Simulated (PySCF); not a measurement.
A calculated (r2SCAN, PySCF 2.14, x2c-TZVPall, scalar relativity by spin-free X2C-1e) atom or ion has these occupied shells.

```csv
shell,electrons,orbital energy (eV),"rms radius, mean of both spins (bohr)"
1s α,1,-1278.0,0.151
1s β,1,-1278.0,0.151
2s α,1,-92.008,0.760
2s β,1,-91.934,0.760
2p α,3,-57.130,0.775
2p β,3,-57.006,0.775
3s α,1,-12.097,2.99
```

Problem. Name the element and its charge.

Solution. Mg⁺ (magnesium, charge +1), in [Ne] 3s1, 2S determinant.
